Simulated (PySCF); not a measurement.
# Variants of one PySCF input: SrTe

Base input, run as `OMP_NUM_THREADS=1 python input.py` with PySCF 2.14:

```python
from pyscf import gto, dft
from pyscf.geomopt.geometric_solver import optimize

mol = gto.M(
    atom='Sr 0 0 0; Te 0 0 2.536',
    basis='def2-svp',
    ecp={'Sr': 'def2-svp', 'Te': 'def2-svp'},
    charge=0,
    spin=0,
    verbose=4,
)
mf = dft.RKS(mol, xc='revpbe')
mf.kernel()
g = mf.nuc_grad_method()
g.grid_response = True
mol_eq = optimize(g.as_scanner(), maxsteps=30)
print('optimised geometry (angstrom)')
print(mol_eq.tostring('raw'))
print('orbital energies (hartree):', mf.mo_energy[..., max(0, mol.nelec[1]-3):mol.nelec[0]+3].round(4))
```

Base result: E(SCF) = -298.805519 Eh, 14 cycles, all at the start geometry; optimised bond 2.822 Å with E = -298.824397 Eh after 6 steps. The last line lists the levels of the start geometry. Stability towards an unrestricted solution was not tested.

Run time: 22 s on 1 thread of Arm Neoverse V1 (shared host), peak memory 0.32 GiB.

Each row names what differs from the base; energies in brackets are changes from the base.

| change | result | wall time (s) |
| --- | --- | --- |
| geometry: bond 2.536 → bond 2.232 | E(SCF) = -298.706225 Eh (+2.7019 eV), 12 cycles, all at the start geometry; optimised bond 2.822 Å with E = -298.824397 Eh after 8 steps | 30 |
| smearing width (hartree): none → 0.005; step after the SCF: optimize → none | E(SCF) = -298.804998 Eh (+0.0142 eV), μz(SCF) = -8.34 D | 3.1 |
| cycle limit: 50 → 2 [unsound on purpose] | the SCF does not converge, then it stops with RuntimeError (Nuclear gradients of <pyscf.scf.hf.RKS_Scanner object> not converged) after the SCF | 4.6 |
| convergence threshold: default → 1e-13 | E(SCF) = -298.805519 Eh (+0.0000 eV), 17 cycles, all at the start geometry; optimised bond 2.822 Å with E = -298.824397 Eh after 6 steps | 29 |
| geometry: bond 2.536 → bond 2.029 | E(SCF) = -298.542104 Eh (+7.1679 eV), 13 cycles, all at the start geometry; optimised bond 2.822 Å with E = -298.824397 Eh after 9 steps | 33 |
| step after the SCF: optimize → tddft; number of roots: default → 8 | E(SCF) = -298.805519 Eh (+0.0000 eV), 14 cycles, μz(SCF) = -8.39 D, first singlet excitations without spin–orbit coupling 1.59, 1.59, 2.32, 2.94, 2.94 eV | 8.8 |
| density fitting: none → weigend | E(SCF) = -298.805623 Eh (-0.0028 eV), 14 cycles, all at the start geometry; optimised bond 2.822 Å with E = -298.824480 Eh after 6 steps | 16 |

Problem. Order these changes by how far they move the SCF energy from the base, largest first: (1) convergence threshold: default → 1e-13; (2) density fitting: none → weigend; (3) geometry: bond 2.536 → bond 2.029; (4) geometry: bond 2.536 → bond 2.232.

Solution. (3) +7.1679 eV, (4) +2.7019 eV, (2) -0.0028 eV, (1) +0.0000 eV.
